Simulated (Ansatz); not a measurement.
`[OH][GeH2][TeH]` and `[BH2][GeH2][OH]` differ in one atom or group.

Ansatz, PBE0-D4/def2-TZVP geometries, multiplicity 1. Each molecule was computed in one conformer, which needn't be the lowest.

Elements past krypton have def2 core potentials. Scalar relativity is left out up to krypton.

| property | `[OH][GeH2][TeH]` |
| --- | --- |
| zero-point energy (PBE0-D4/def2-TZVP) / kJ/mol | 95.7 |
| LUMO energy (PBE0/def2-TZVPP) / eV | -0.92 |
| LUMO energy (ωB97M-V/def2-TZVPP) / eV | 0.86 |
| HOMO–LUMO gap (PBE/def2-TZVPP) / eV | 3.94 |
| size of the dipole moment (B3LYP/def2-TZVPP) / D | 1.12 |
| HOMO–LUMO gap (PBE0/def2-TZVPP) / eV | 5.79 |

Give the same properties after the change, and the shifts. (Estimate.)

The calculation gave: 
```csv
property,`[BH2][GeH2][OH]`,shift
zero-point energy (PBE0-D4/def2-TZVP) / kJ/mol,128.5,32.8
LUMO energy (PBE0/def2-TZVPP) / eV,-2.50,-1.58
LUMO energy (ωB97M-V/def2-TZVPP) / eV,-0.54,-1.40
HOMO–LUMO gap (PBE/def2-TZVPP) / eV,3.14,-0.80
size of the dipole moment (B3LYP/def2-TZVPP) / D,1.10,-0.02
HOMO–LUMO gap (PBE0/def2-TZVPP) / eV,5.74,-0.05
```

With PBE0 the HOMO falls by 1.53 eV and the LUMO falls by 1.58 eV, so the gap narrows by about 0.05 eV. PBE moves the HOMO by -1.00 eV and ωB97M-V by -1.75 eV. The zero-point energy changes by 32.8 kJ/mol with +3 modes. Dipoles are sizes alone; their direction can turn.

B3LYP here is the variant with VWN-RPA as its local correlation; programs differ in this.

Spin–orbit coupling is left out; it splits and shifts lone-pair levels of the heavy atoms by tenths of an eV.
